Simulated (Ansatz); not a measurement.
Reaction (ligand exchange at the Si–C bond): `O[SiH2]C(O)O` + `O[SiH](F)F` → `O[SiH2]O[SiH](F)F` + `OCO`

Isolated molecules relaxed with PBE0-D4/def2-TZVP in Ansatz; ΔE leaves out vibrations. CCSD(T)/CBS adds triple-zeta CCSD(T) − MP2 to the extrapolated MP2 energy (def2 sets, frozen cores). This one scheme is used for every species. Functionals use def2-TZVPP. B3LYP here is the variant with VWN-RPA as its local correlation; programs differ in this. Each species was taken in one conformer, which may not be the lowest.

CCSD(T)/CBS gives -35.8 kcal/mol.

Q: Another level gave -36.1 kcal/mol. Which?
A. B3LYP/def2-TZVPP
B. SCS-MP2/def2-TZVPP
C. HF/def2-TZVPP
D. ωB97M-V/def2-TZVPP

A: A. B3LYP -36.1, HF/def2-TZVPP -42.5, ωB97M-V -34.5, SCS-MP2/def2-TZVPP -37.2 kcal/mol.

Largest T1 diagnostic among the species: 0.012.

In def2-TZVPP, CCSD(T) changes the Hartree–Fock value by +6.7 kcal/mol (the triples alone add +1.0 kcal/mol) and MP2 by +6.2 kcal/mol. From PBE to PBE0 (25 % exact exchange), in def2-TZVPP and without D4, ΔE moves by −2.3 kcal/mol.
